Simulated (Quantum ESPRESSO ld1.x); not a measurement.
The aim is neutral krypton in [Kr]. What will ld1.x (Quantum ESPRESSO 7.5) do with this input?

```
 &input
    zed=36.0,
    iswitch=1,
    rel=1,
    dft='BLYP',
    config='[Kr]',
    tr2=1e-25,
    prefix='ld1',
    max_out_wfc=37,
    file_charge='ld1.rho',
 /
```

Answer. Usable despite the warning. The threshold lies below the rounding noise, so the cycle runs to its limit and warns, but the energy differs from the sound run by less than 1e-5 hartree.

Output (excerpt):

```
     Program LD1 v.7.5 starts

     Message from routine scf:
     warning: convergence not achieved
     --------------------------- All-electron run ----------------------------

     scalar relativistic calculation

     atomic number is 36.00
     dft =BLYP   lsd =0 sic =0 latt =0  beta=0.20 tr2=1.0E-25
     Exchange-correlation= BLYP
                           (   1   3   1   3   0   0   0)
     mesh =2025 r(mesh) = 100.33164 a.u. xmin = -8.00 dx = 0.00800
     1 Ry =  13.60569312 eV, c = 137.03599908

     n l     nl                  e(Ry)          e(Ha)          e(eV)
     1 0     1S 1( 2.00)     -1040.8750      -520.4375    -14161.8264
     2 0     2S 1( 2.00)      -137.0587       -68.5294     -1864.7788
     2 1     2P 1( 6.00)      -121.2021       -60.6011     -1649.0390
     3 0     3S 1( 2.00)       -19.3760        -9.6880      -263.6238
     3 1     3P 1( 6.00)       -14.3298        -7.1649      -194.9669
     4 0     4S 1( 2.00)        -1.6858        -0.8429       -22.9362
     4 1     4P 1( 6.00)        -0.6683        -0.3341        -9.0927
     3 2     3D 1(10.00)        -5.9754        -2.9877       -81.2997

     final scf error:  8.9E-20 reached in 201 iterations

     Etot =   -5581.429106 Ry,   -2790.714553 Ha,  -75939.211598 eV

     Ekin =    5709.410963 Ry,    2854.705482 Ha,   77680.493478 eV
     Encl =  -13461.220354 Ry,   -6730.610177 Ha, -183149.233199 eV
     Eh   =    2364.217019 Ry,    1182.108509 Ha,   32166.811230 eV
     Exc  =    -193.836733 Ry,     -96.918367 Ha,   -2637.283107 eV
```

Run on one thread of a shared host, so times are rough (Intel(R) Xeon(R) Processor @ 2.60GHz): 1.1 s of CPU time, 1.1 s wall, 201 iterations on 2025 mesh points.
